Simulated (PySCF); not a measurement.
CH₄N, SMILES [CH2]N, multiplicity 2.

Geometry optimised at PBE0-D3(BJ)/def2-TZVP. The isomer is the one that the SMILES or the coordinates give; other isomers of the formula were not compared.

Calculation: PySCF with SMD-M06-2X/6-31G*.

Solvation free energies are E(SMD) − E(gas) at the gas-phase geometry, for 1 M in both phases. In vacuum the dipole moment is 1.20 D.

### Question
Rank water, N,N-dimethylformamide, dimethylsulfoxide by solvation free energy, most negative first.

### Answer
N,N-dimethylformamide (-3.3 kcal/mol), dimethylsulfoxide (-2.9 kcal/mol), water (-1.9 kcal/mol)
